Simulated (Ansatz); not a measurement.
Reaction (silylene formation by 1,1-elimination): `CC[SiH2]O[SiH3]` → silanol + `CC[SiH]`

Program: Ansatz. Geometries: PBE0-D4/def2-TZVP. ΔE: electronic, gas phase. CCSD(T)/CBS is the MP2 limit (def2-TZVPP, def2-QZVPP) plus CCSD(T) − MP2 in def2-TZVPP, frozen cores. DFT in def2-TZVPP. B3LYP here is the variant with VWN-RPA as its local correlation; programs differ in this. One conformer a species, not always the lowest.

Question: Is it downhill or uphill in electronic energy at CCSD(T)/CBS, and by how much? (Estimate.)

Answer: The calculation gave: Uphill: ΔE = +347.5 kJ/mol.

Question: What do these levels give: PBE0-D4, B3LYP-D4, HF/def2-TZVPP, CCSD/def2-TZVPP, MP2/def2-QZVPP, SCS-MP2/def2-QZVPP? (An estimate is asked.)

Answer: Computed: PBE0-D4 348.7, B3LYP-D4 345.0, HF/def2-TZVPP 350.0, CCSD/def2-TZVPP 341.7, MP2/def2-QZVPP 364.4, SCS-MP2/def2-QZVPP 357.4 kJ/mol.

Largest T1 diagnostic among the species: 0.012.

From PBE to PBE0 (25 % exact exchange), in def2-TZVPP and without D4, ΔE moves by +17.3 kJ/mol. The D4 term adds +16.7 kJ/mol with B3LYP and +9.7 kJ/mol with PBE0; it sums over pairs of atoms, weighted by their polarisabilities, and B3LYP, whose exchange is more repulsive, gets the larger term.
